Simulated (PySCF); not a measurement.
Radial density of Sm⁺ (samarium, charge +1)

B97-3, [Xe] 4f5 5d1 6s1, one real determinant (an excited configuration). Computed with PySCF 2.14 in ANO-RCC-VTZP (8s7p5d3f2g1h, 104 functions), with scalar relativity by spin-free X2C-1e.

| r (bohr) | 4πr²ρ (e/bohr) | 4πr²(ρα − ρβ) |
| --- | --- | --- |
| 0.0201 | 79.24 | 0.0028 |
| 0.0339 | 73.14 | 0.0052 |
| 0.0570 | 102.7 | 0.0182 |
| 0.0959 | 94.52 | 0.0376 |
| 0.161 | 88.50 | 0.2790 |
| 0.271 | 68.77 | 1.5978 |
| 0.456 | 41.28 | 4.9427 |
| 0.767 | 28.62 | 5.1372 |
| 1.29 | 10.43 | 2.2648 |
| 2.17 | 3.203 | 0.7487 |
| 3.65 | 0.5758 | 0.5046 |
| 6.14 | 0.06403 | 0.0640 |
| 10.3 | 5.888e-05 | 0.0001 |

Densities and radii are taken from the X2C orbitals without a picture-change correction, which distorts them close to the nucleus.

⟨L²⟩ = 30.04 against 56 for a pure K term, so this real determinant mixes terms. Spin-orbit coupling, absent here, splits the open shell strongly.
